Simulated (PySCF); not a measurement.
Shifts of the heteroatoms

Atoms are numbered as in `[CH2:1]=[CH:2][C@@H:3]([O:4][CH3:5])[C@H:6]([C:7]#[N:8])[O:9][SiH3:10]` (H(Xn): hydrogen on atom n). Ha(C1) is cis to C3; Hb(C1) is trans to C3.

No solvent, rapidly exchanging positions averaged, non-relativistic Hamiltonian, one computed conformer. Geometry from GFN2-xTB; σ from GIAO-PBE0/pcSseg-1; PySCF 2.14.0 with density-fitted response routines.

(1) What are the 29Si shifts?

(2) What are the 15N shifts?

(3) What are the 17O shifts?

## Answers

(1) 
```json
{"atoms": "Si10", "environment": "silicon bonded to O, 3 H", "σ (ppm)": "386.9", "δ (ppm)": "-38.1"}
```

Shieldings were converted by a linear fit to measured shifts: 29Si (scatter 8.9 ppm rms, 25.8 ppm with the 6 outliers that the fit left out vs TMS, solution or neat liquid). A few per cent of atoms miss by over 2 rms, more outside the fitted compound classes.

On a 300 MHz spectrometer 29Si resonates near 59.6 MHz, so 1 ppm is 59.6 Hz.

(2) 
```csv
atoms,environment,σ (ppm),δ (ppm)
N8,nitrile nitrogen,-45.1,-106.5
```

Shieldings were converted by a linear fit to measured shifts: 15N: δ = -148.07 − 0.921σ (rms 6.3 ppm, 71 shifts vs CH3NO2, solution or neat liquid). Occasional misses reach two or three times the rms, and more in compound classes unlike the fitted ones.

On a 400 MHz spectrometer 15N resonates near 40.5 MHz, so 1 ppm is 40.5 Hz.

(3) 
```tsv
atoms	environment	σ (ppm)	δ (ppm)
O4	ether oxygen	304.3	-10.4
O9	oxygen bonded to C, Si	321.3	-25.9
```

Shieldings were converted by a linear fit to measured shifts: 17O: δ = 266.70 − 0.911σ (rms 10.7 ppm, 155 shifts, 12.2 ppm with the 3 outliers that the fit left out vs liquid water, solution or neat liquid). A few per cent of atoms miss by over 2 rms, more outside the fitted compound classes.

On a 400 MHz spectrometer 17O resonates near 54.2 MHz, so 1 ppm is 54.2 Hz.
